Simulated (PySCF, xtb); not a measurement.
AlH4, SMILES [AlH4-], charge -1.

Harmonic wavenumbers (cm⁻¹) from GFN2-xTB in xtb at its own minimum, in rising order: 671, 672, 813, 813, 813, 1369, 1369, 1370, 1472.

Question: What does PBE0-D3(BJ)/def2-TZVPD (PySCF) give at its own minimum? (The exact figures need the calculation; the answer reports its results.)

Answer: 750, 750, 763, 763, 763, 1645, 1645, 1645, 1727. Paired by order, the mean absolute difference is 154 cm⁻¹ and the zero-point energies are 13.4 and 14.9 kcal/mol.
